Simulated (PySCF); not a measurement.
Spin-rotation constants: SMILES CC[Se]C(F)F, C$_{3}$H$_{6}$F$_{2}$Se

Molfile (atoms numbered from 1):
```
C3H6F2Se
     RDKit          3D

 12 11  0  0  0  0  0  0  0  0999 V2000
   -1.9981   -0.3191    0.3808 C   0  0  0  0  0  0  0  0  0  0  0  0
   -0.6396    0.2169   -0.0239 C   0  0  0  0  0  0  0  0  0  0  0  0
    0.7868   -1.0942    0.4021 Se  0  0  0  0  0  2  0  0  0  0  0  0
    2.2602    0.0168   -0.2791 C   0  0  0  0  0  0  0  0  0  0  0  0
    2.0639    0.3057   -1.5773 F   0  0  0  0  0  0  0  0  0  0  0  0
    2.2989    1.1910    0.3742 F   0  0  0  0  0  0  0  0  0  0  0  0
   -2.7659    0.4121    0.1366 H   0  0  0  0  0  0  0  0  0  0  0  0
   -2.2203   -1.2454   -0.1466 H   0  0  0  0  0  0  0  0  0  0  0  0
   -2.0319   -0.5152    1.4512 H   0  0  0  0  0  0  0  0  0  0  0  0
   -0.5846    0.3954   -1.0989 H   0  0  0  0  0  0  0  0  0  0  0  0
   -0.3925    1.1315    0.5174 H   0  0  0  0  0  0  0  0  0  0  0  0
    3.2243   -0.4961   -0.1624 H   0  0  0  0  0  0  0  0  0  0  0  0
  1  2  1  0
  2  3  1  0
  3  4  1  0
  4  5  1  0
  4  6  1  0
  1  7  1  0
  1  8  1  0
  1  9  1  0
  2 10  1  0
  2 11  1  0
  4 12  1  0
M  END
```

Level of theory: GIAO PBE0/6-311G** magnetisability, rotational g tensor and spin-rotation constants, non-relativistic, gas phase (PySCF 2.14.0). Geometry: GFN2-xTB.

The calculation is non-relativistic, which matters for the atoms heavier than Zn.

**Question.** Give the nuclear spin-rotation constants along the inertial axes (H = +C I·J) beside the isotropic shieldings.

**Answer.** Rotational constants 3.5224, 1.5049, 1.3139 GHz. A star marks the isotopologue with that one atom substituted, in its own axes.
| atom | isotope | Caa (kHz) | Cbb (kHz) | Ccc (kHz) | mean (kHz) | σ (ppm) |
| --- | --- | --- | --- | --- | --- | --- |
| F5 | 19F | 5.058 | 1.656 | 0.995 | 2.570 | 280.1 |
| F6 | 19F | 5.058 | 1.651 | 1.000 | 2.570 | 280.1 |
| H7 | 1H | -0.332 | 0.012 | -0.147 | -0.156 | 30.4 |
| H8 | 1H | -0.333 | -0.122 | -0.034 | -0.163 | 30.7 |
| H9 | 1H | -0.333 | -0.122 | -0.034 | -0.163 | 30.7 |
| H10 | 1H | -0.294 | -0.111 | -0.012 | -0.139 | 28.7 |
| H11 | 1H | -0.294 | -0.111 | -0.012 | -0.139 | 28.7 |
| H12 | 1H | -0.084 | 0.035 | -0.141 | -0.063 | 24.8 |
| C1 | 13C* | 0.422 | 0.197 | 0.175 | 0.264 | 177.1 |
| C2 | 13C* | 0.521 | 0.191 | 0.232 | 0.315 | 162.5 |
| Se3 | 77Se* | 4.098 | 3.954 | 2.558 | 3.537 | 1364.4 |
| C4 | 13C* | 1.035 | 0.521 | 0.362 | 0.639 | 58.4 |

For the geometry as given, no vibrational averaging.
